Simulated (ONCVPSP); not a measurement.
# Which change was made? (Te, ONCV)

- Element: tellurium (Te)
- Generator: ONCVPSP 4.0.1
- Type: optimised norm-conserving Vanderbilt (ONCV)
- Functional: PW91
- Relativity: fully relativistic
- Frozen core: [Ar] 3d10
- Valence charge: 24
- Reference configuration: 4s2 4p6 4d10 5s2 5p4
- Partial waves: 4s+5s: rc 1.40 bohr, ncon 3, nbas 6, qcut 11.1 1/bohr, 2 projectors; 4p+5p: rc 1.40 bohr, ncon 4, nbas 9, qcut 8.6 1/bohr, 2 projectors; 4d: rc 0.90 bohr, ncon 4, nbas 7, qcut 11.7 1/bohr, 2 projectors, debl 0.5 Ha
- Local potential: polynomial inside 0.70 bohr (lpopt 5, dvloc0 -1 Ha)
- Core correction: polynomial model core, fcfact 0.3

Open shells are filled in proportion to 2j + 1.

In the d channel the program set the typed energies aside and used -1.509, 0.250 Ha (j = l + 1/2; the other j can differ).

Cutoffs, loose and tight: the cutoffs (Ha) at which the residual kinetic energy of the hardest occupied pseudo-wave falls to 1 and 0.1 mHa per electron. They do not see the model core or the augmentation charge, which bear on the density cutoff. Test errors are all-electron minus pseudo excitation energies from the reference, over the configurations 4s2 4p6 4d10 5s2 5p3; 4s2 4p6 4d10 5s2 5p2; 4s2 4p6 4d10 5s2 5p1; 4s2 4p6 4d10 5s0 5p6; variants that change the core or the reference have their own tests.

The base gives: outcome: generated, projector energies reset by the program; cutoff, loose: 56 Ha; cutoff, tight: 66 Ha; bound ghosts: s; GHOST(+) flags above zero: none; largest test error (meV): +0.6.

**Question.** After one change the result is: outcome: generated, projector energies reset by the program; cutoff, loose: 232 Ha; cutoff, tight: 301 Ha; bound ghosts: s; GHOST(+) flags above zero: d5/2, d3/2; largest test error (meV): +0.6. Which change was it?
A. d: debl 2.35
B. d: rc 0.76
C. core [Kr] 4d10, valence charge 6; reference 5s1.75 5p4.25; waves now 5s: rc 1.80 bohr, ncon 4, nbas 7, qcut 3.8 1/bohr, 2 projectors, debl 2.6 Ha; 5p: rc 2.35 bohr, ncon 4, nbas 7, qcut 3.8 1/bohr, 2 projectors, debl 2.1 Ha; local potential polynomial inside 1.25 bohr (lpopt 5, dvloc0 3 Ha)

**Answer.** B. The others give: d: debl 2.35 → outcome: generated; cutoff, loose: 56 Ha; cutoff, tight: 66 Ha; bound ghosts: s; GHOST(+) flags above zero: none; largest test error (meV): +0.6 | core [Kr] 4d10, valence charge 6; reference 5s1.75 5p4.25; waves now 5s: rc 1.80 bohr, ncon 4, nbas 7, qcut 3.8 1/bohr, 2 projectors, debl 2.6 Ha; 5p: rc 2.35 bohr, ncon 4, nbas 7, qcut 3.8 1/bohr, 2 projectors, debl 2.1 Ha; local potential polynomial inside 1.25 bohr (lpopt 5, dvloc0 3 Ha) → outcome: failed: ERROR pspot: first pseudo wave function has node, program will stop.
